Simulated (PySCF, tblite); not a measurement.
Compound: C7H9NS.
SMILES with atom numbers: `[NH2:1][CH2:2][c:3]1[cH:4][cH:5][c:6]([SH:7])[cH:8][cH:9]1` (hydrogens: H10, H11 on N1; H12, H13 on C2; H14 on C4; H15 on C5; H16 on S7; H17 on C8; H18 on C9)

Structure used (GFN2-xTB), in Å, numbered top down from 1:
```xyz
18
C7H9NS angstrom
N     -2.8400    0.6342   -0.5539
C     -2.1671   -0.3616    0.2740
C     -0.6632   -0.3007    0.1627
C      0.0723    0.5570    0.9718
C      1.4408    0.6803    0.8215
C      2.0944   -0.0599   -0.1535
S      3.8427    0.0557   -0.3980
C      1.3719   -0.9195   -0.9717
C      0.0053   -1.0328   -0.8124
H     -2.5932    0.4975   -1.5292
H     -2.5347    1.5663   -0.2915
H     -2.4778   -0.1909    1.3084
H     -2.5291   -1.3447   -0.0383
H     -0.4307    1.1351    1.7344
H      1.9976    1.3501    1.4615
H      4.0672    0.9355    0.5763
H      1.8867   -1.4933   -1.7272
H     -0.5517   -1.7019   -1.4529
```

Method: PBE0/pcSseg-1 in PySCF (dipole) on a GFN2-xTB geometry, gas phase.

Masses are those of the commonest isotopes; rigid-rotor values at the optimised geometry. The values belong to one conformer with, in the numbering `[NH2:1][CH2:2][c:3]1[cH:4][cH:5][c:6]([SH:7])[cH:8][cH:9]1`, H–N1–C2–C3 59° and -59°, N1–C2–C3–C4 87°, C5–C6–S7–H 1°.

**Question.** What are A, B and C (MHz)?

**Answer.** Ia = 115.59, Ib = 741.59, Ic = 810.00 u·Å²; 505379 MHz·u·Å²/I gives A = 4372, B = 681.5, C = 623.9 MHz.

**Question.** What kind of rotor is it?

**Answer.** A near-prolate asymmetric top; Ray's κ = -0.969.

**Question.** Is it planar, by Δ = Ic − Ia − Ib?

**Answer.** Not planar: Δ = Ic − Ia − Ib = -47.17 u·Å². For a rigid frame Δ = −2 Σ m c², so Σ m c² = 23.59 u·Å² lies off the ab plane: 6.10 from hydrogen and 17.49 from heavier atoms. The atom farthest from that plane is 1.40 Å away.

**Question.** Which lines would a microwave search look for?

**Answer.** The dipole components are |μa| = 0.37 D, |μb| = 0.93 D, |μc| = 0.25 D. The squared components, which scale the intensities, stand as 0.16 : 1.00 : 0.07 (a : b : c). Some lines, for components of 0.1 D or more:

| type | branch | J(Ka,Kc) | MHz | lower level (cm⁻¹) |
| --- | --- | --- | --- | --- |
| a | R | 1(0,1) ← 0(0,0) | 1305 | 0.000 |
| a | R | 2(1,2) ← 1(1,1) | 2553 | 0.167 |
| a | R | 2(0,2) ← 1(0,1) | 2610 | 0.044 |
| a | R | 2(1,1) ← 1(1,0) | 2668 | 0.169 |
| c | Q | 2(1,2) ← 2(0,2) | 3634 | 0.131 |
| c | Q | 1(1,1) ← 1(0,1) | 3691 | 0.044 |
| b | Q | 1(1,0) ← 1(0,1) | 3748 | 0.044 |
| b | Q | 2(1,1) ← 2(0,2) | 3807 | 0.131 |
| b | R | 1(1,1) ← 0(0,0) | 4996 | 0.000 |
| c | R | 1(1,0) ← 0(0,0) | 5054 | 0.000 |
| b | R | 2(1,2) ← 1(0,1) | 6244 | 0.044 |
| c | R | 2(1,1) ← 1(0,1) | 6417 | 0.044 |
| c | Q | 2(2,1) ← 2(1,1) | 11072 | 0.258 |
| b | Q | 2(2,0) ← 2(1,1) | 11073 | 0.258 |
| b | Q | 2(2,1) ← 2(1,2) | 11245 | 0.252 |
| b | R | 2(2,1) ← 1(1,0) | 13741 | 0.169 |
| c | R | 2(2,0) ← 1(1,0) | 13742 | 0.169 |
| c | R | 2(2,1) ← 1(1,1) | 13798 | 0.167 |
| b | R | 2(2,0) ← 1(1,1) | 13799 | 0.167 |

Its GFN2-xTB frequencies are all real (lowest 40 cm⁻¹). Constants of a rigid frame at the computed geometry: no zero-point averaging, no centrifugal distortion. A rigid rotor knows nothing of inversion at nitrogen, which can split or shift real lines. Quadrupole hyperfine structure (14N) is left out.
